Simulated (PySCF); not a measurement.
Work out the structure from these simulated measurements.

Formula: C6H6F4O.

| Property | Result |
| --- | --- |
| Rotational structure | rotational constants A, B, C: 2.006, 0.690, 0.583 GHz [GFN2-xTB] |
| 13C NMR | chemical shifts (computed TMS as zero) by class: 170.1 (1 C), 134.5 (1 C), 107.2 (1 C), 80.0 (1 C), 75.6 (1 C), 43.4 (1 C) ppm [GIAO PBE0/pcSseg-1] |
| Dipole | 3.19 D [PBE0/pcSseg-1] |
| 1H NMR | chemical shifts (computed TMS as zero) by class: 5.28 (1 H), 5.22 (1 H), 5.06 (1 H), 5.04 (1 H), 2.25 (1 H), 2.17 (1 H) ppm [GIAO PBE0/pcSseg-1] |
| NMR, other nuclei | isotropic shieldings of nuclei other than C and H, by class: 297 (1 O), 252 (3 F), 314 (1 F) ppm [GIAO PBE0/pcSseg-1] |

The electronic properties come from PySCF, for the isolated species, density fitting. Levels stand in brackets. Isolated species at its GFN2-xTB geometry (one conformer only). Each NMR value is the plain mean over a class of atoms that symmetry, rotation or inversion makes alike.

Problem. Propose a structure and show how it fits.

Solution. Numbering: `[F:1][C:2]1=[CH:3][CH2:4][O:5][C@H:6]1[CH2:7][C:8]([F:9])([F:10])[F:11]`. Its formula, C6H6F4O, gives 2 degrees of unsaturation: 1 ring and 1 π bond in the structure found. 6 carbons fall into 6 classes; from least to most shielded: vinylic C–F carbon [C2] (170.1 ppm), CF3 carbon [C8] (134.5 ppm), alkene CH carbon [C3] (107.2 ppm), ring sp3 carbon bound to oxygen [C6] (80.0 ppm), ring sp3 carbon bound to oxygen [C4] (75.6 ppm), chain CH2 carbon [C7] (43.4 ppm). Hydrogen classes from least to most shielded: 1 H on an alkene CH carbon, C3 (5.28 ppm), 1 H on an sp3 carbon bound to oxygen, C6 (5.22 ppm), 1 H on an sp3 carbon bound to oxygen, C4 (5.06 ppm), 1 H on an sp3 carbon bound to oxygen, C4 (5.04 ppm), 1 H on a chain CH2 carbon, C7 (2.25 ppm), 1 H on a chain CH2 carbon, C7 (2.17 ppm). The other shieldings belong to: 297 ppm, cyclic ether oxygen [O5]; 252 ppm, fluorine of a CF3 group [F9/F10/F11]; 314 ppm, vinyl fluorine [F1]. The optimised geometry has point group C1 and is an asymmetric top. Structure: `FC1=CCO[C@H]1CC(F)(F)F`. Computed isomers that give other values at the same levels: `C[C@@]1(C(=O)F)C[C@H]1C(F)(F)F` (13C chemical shifts (computed TMS as zero) by class: 175.3 (1 C), 134.2 (1 C), 33.8 (1 C), 25.8 (1 C), 24.2 (1 C), 15.2 (1 C) ppm); `C[C@@]1(F)CO[C@@H]1C(F)=C(F)F` (13C chemical shifts (computed TMS as zero) by class: 170.3 (1 C), 137.0 (1 C), 96.8 (1 C), 90.8 (1 C), 83.4 (1 C), 24.9 (1 C) ppm); `F[C@@H]1CCC(C(F)(F)F)=CO1` (13C chemical shifts (computed TMS as zero) by class: 151.1 (1 C), 133.3 (1 C), 112.8 (1 C), 107.3 (1 C), 27.9 (1 C), 16.5 (1 C) ppm). The assignments are read from this structure; whether some other isomer fits the data as well wasn't checked. The mirror image fits equally.

The values belong to the conformer `[F:1][C:2]1=[CH:3][CH2:4][O:5][C@H:6]1[CH2:7][C:8]([F:9])([F:10])[F:11]`: O5–C6–C7–C8 -63°, C6–C7–C8–F9 69°.
